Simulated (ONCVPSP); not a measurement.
# Sb (Z = 51), ONCV: configuration errors across variants

```
Element                 : antimony (Sb)
Generator               : ONCVPSP 4.0.1
Type                    : optimised norm-conserving Vanderbilt (ONCV)
Functional              : PBE
Relativity              : scalar-relativistic
Frozen core             : [Kr]
Valence charge          : 15
Reference configuration : 4d10 5s2 5p1 (charge +2)
Partial waves           : 5s: rc 1.75 bohr, ncon 3, nbas 8, qcut 3 1/bohr, 2 projectors, debl 4 Ha; 5p: rc 1.95 bohr, ncon 4, nbas 7, qcut 5 1/bohr, 1 projector; 4d: rc 1.10 bohr, ncon 5, nbas 10, qcut 8.8 1/bohr, 1 projector; f scattering state at 0.27 Ha: rc 2.05 bohr, ncon 4, nbas 7, qcut 6 1/bohr, 1 projector
Local potential         : polynomial inside 0.90 bohr (lpopt 5, dvloc0 3 Ha)
Core correction         : Teter function fitted to the true core (icmod 2), fcfact 0.45
```

All-electron excitation energies from the reference (eV): (1) 4d10 5s2 5p3 -24.286; (2) 4d10 5s2 5p2 -15.968; (3) 4d10 5s2 5p0 24.414; (4) 4d9 5s2 5p3 16.450.

2 further variants failed, have other tests or too few solved ones, and are left out.

A true bound ghost makes a file unfit for plane-wave use even where its test errors are small: the radial tests pick states by their node count and pass the ghost by.

Errors AE − PS in meV (a dash: test not solved or not reliable):

| change | (1) | (2) | (3) | (4) | bound ghosts | GHOST(+) flags above zero |
| --- | --- | --- | --- | --- | --- | --- |
| base | +16 | +7.0 | -2.5 | -392 | s, p | s |
| p: ncon 3, nbas 6 | +16 | +7.3 | -2.8 | -405 | s, p | s |
| s: qcut 2.9 | +16 | +7.0 | -2.6 | -392 | s, p | s |
| s: qcut 2.4; p: qcut 3.9; d: qcut 6.9; f: qcut 4.7 | +15 | +6.9 | -2.5 | -376 | s, p | s, f |
| p: nbas 9 | +16 | +7.0 | -2.5 | -400 | s, p | s |

Q: Give the same row for: local potential polynomial inside 0.75 bohr (lpopt 5, dvloc0 0 Ha).

A: +20, +8.3, -2.3, -378; bound ghosts: s, p; GHOST(+) flags above zero: s, f.
